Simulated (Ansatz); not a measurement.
Start from `[OH][GaH][Cl]` and change one atom or group to get `[OH][Ga]([Cl])[Br]`.

Ansatz, PBE0-D4/def2-TZVP geometries, multiplicity 1. Each molecule was computed in one conformer, which needn't be the lowest.

Scalar relativity is left out up to krypton.

| property | `[OH][GaH][Cl]` |
| --- | --- |
| LUMO energy (PBE0/def2-TZVPP) / eV | -1.14 |
| HOMO energy (ωB97M-V/def2-TZVPP) / eV | -11.23 |
| size of the dipole moment (PBE/def2-TZVPP) / D | 0.47 |
| size of the dipole moment (B3LYP/def2-TZVPP) / D | 0.46 |
| HOMO energy (PBE0/def2-TZVPP) / eV | -8.95 |
| LUMO energy (PBE/def2-TZVPP) / eV | -1.92 |

(1) Give the same properties after the change, and the shifts. (Best estimate.)

Results:

(1) The calculation gave: 
| property | `[OH][Ga]([Cl])[Br]` | shift |
| --- | --- | --- |
| LUMO energy (PBE0/def2-TZVPP) / eV | -1.66 | -0.52 |
| HOMO energy (ωB97M-V/def2-TZVPP) / eV | -11.13 | 0.10 |
| size of the dipole moment (PBE/def2-TZVPP) / D | 1.51 | 1.04 |
| size of the dipole moment (B3LYP/def2-TZVPP) / D | 1.53 | 1.07 |
| HOMO energy (PBE0/def2-TZVPP) / eV | -8.90 | 0.05 |
| LUMO energy (PBE/def2-TZVPP) / eV | -2.59 | -0.67 |

With PBE0 the HOMO rises by 0.05 eV and the LUMO falls by 0.52 eV, so the gap narrows by about 0.57 eV. PBE moves the HOMO by -0.06 eV and ωB97M-V by 0.10 eV. Dipoles are sizes alone; their direction can turn.

B3LYP here is the variant with VWN-RPA as its local correlation; programs differ in this.

Spin–orbit coupling is left out; it splits and shifts lone-pair levels of the heavy atoms by tenths of an eV.
